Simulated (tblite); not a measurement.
Species: C5H9BrCl (doublet state).
Atom-mapped SMILES: `[CH3:1][C:2]([CH3:3])[C@H:4]([Cl:5])[CH2:6][Br:7]` (hydrogens: H8, H9, H10 on C1; H11, H12, H13 on C3; H14 on C4; H15, H16 on C6)

Computed with GFN2-xTB (tblite), gas phase: L-BFGS steps from a force-field or distance-geometry start until the largest atomic force falls under 0.01 eV/Å.

Step 18: E = -649.6356 eV
```
atom  x, y, z in Å  |  force x, y, z in eV/Å
C1      1.4104   -1.1421    0.6650   -0.003   0.001  -0.008
C2      0.5316   -0.1660   -0.0262    0.019   0.016  -0.044
C3      1.0370    1.1975   -0.3319   -0.001   0.003   0.027
C4     -0.8115   -0.5583   -0.3907   -0.001   0.044   0.051
Cl5    -0.9759   -0.6837   -2.2988    0.047  -0.006  -0.018
C6     -1.9154    0.4169   -0.0398    0.030  -0.010  -0.030
Br7    -2.0762    0.4995    1.9027   -0.015   0.031  -0.006
H8      1.2259   -1.1112    1.7457    0.001  -0.013  -0.022
H9      2.4634   -0.9150    0.5104   -0.030   0.002  -0.027
H10     1.2046   -2.1592    0.3337    0.022  -0.003   0.002
H11     2.1080    1.1757   -0.5368   -0.062  -0.020   0.009
H12     0.8921    1.8742    0.5185   -0.015  -0.027  -0.005
H13     0.5229    1.6264   -1.1918    0.009  -0.034   0.017
H14    -1.0536   -1.5712   -0.0655   -0.014   0.039   0.019
H15    -2.8834    0.1004   -0.4262    0.036  -0.020   0.026
H16    -1.6876    1.4251   -0.3796   -0.023  -0.003   0.008
```

Step 19: E = -649.6364 eV
```
atom  x, y, z in Å  |  force x, y, z in eV/Å
C1      1.4116   -1.1426    0.6642   -0.001  -0.011  -0.005
C2      0.5310   -0.1664   -0.0234    0.018   0.015  -0.043
C3      1.0351    1.1966   -0.3303    0.004   0.016   0.015
C4     -0.8113   -0.5580   -0.3892   -0.011   0.044   0.062
Cl5    -0.9701   -0.6810   -2.3002    0.039  -0.008  -0.003
C6     -1.9155    0.4175   -0.0405    0.022  -0.005  -0.013
Br7    -2.0792    0.5065    1.9051   -0.004   0.026  -0.054
H8      1.2298   -1.1162    1.7447   -0.007   0.002   0.002
H9      2.4639   -0.9164    0.5084   -0.011   0.018  -0.032
H10     1.2069   -2.1591    0.3330    0.009  -0.029  -0.018
H11     2.1050    1.1763   -0.5374   -0.034  -0.026   0.016
H12     0.8903    1.8749    0.5185   -0.018  -0.023   0.002
H13     0.5216    1.6230   -1.1912   -0.008  -0.024   0.012
H14    -1.0543   -1.5709   -0.0649   -0.015   0.036   0.013
H15    -2.8840    0.0997   -0.4251    0.045  -0.019   0.027
H16    -1.6882    1.4251   -0.3832   -0.026  -0.011   0.018
```

Task: Estimate the geometry and energy of step 20. (The exact step hangs on the optimiser's Hessian estimate; all steps are aligned on step 19, rigid shifts and turns removed.)

Result: E = -649.6371 eV, largest force 0.085 eV/Å
```
atom  x, y, z in Å  |  force x, y, z in eV/Å
C1      1.4127   -1.1434    0.6633    0.002  -0.022  -0.005
C2      0.5305   -0.1665   -0.0207    0.012   0.001  -0.026
C3      1.0329    1.1960   -0.3283    0.004   0.018  -0.001
C4     -0.8109   -0.5570   -0.3859   -0.011   0.029   0.048
Cl5    -0.9641   -0.6781   -2.3020    0.031  -0.011   0.013
C6     -1.9152    0.4181   -0.0414    0.006   0.008   0.012
Br7    -2.0821    0.5142    1.9062    0.003   0.023  -0.082
H8      1.2339   -1.1213    1.7439   -0.014   0.016   0.018
H9      2.4641   -0.9172    0.5058    0.009   0.028  -0.034
H10     1.2092   -2.1595    0.3318   -0.003  -0.043  -0.034
H11     2.1013    1.1762   -0.5375    0.007  -0.027   0.020
H12     0.8883    1.8755    0.5185   -0.023  -0.012   0.016
H13     0.5198    1.6190   -1.1905   -0.025  -0.009   0.003
H14    -1.0553   -1.5700   -0.0641   -0.015   0.028   0.012
H15    -2.8835    0.0983   -0.4239    0.040  -0.021   0.020
H16    -1.6890    1.4248   -0.3867   -0.025  -0.006   0.019
```

The energy changes by -0.0007 eV. The first-order estimate −F·Δx gives -0.0010 eV and the mean of the old and new forces, exact on a quadratic surface, -0.0007 eV. The step makes an angle of 69° with the force vector and moves no atom by more than 0.008 Å.

The cost below is that of the whole relaxation. Time: 0.89 s wall. Hardware: one thread of an Arm Neoverse V2, shared host.
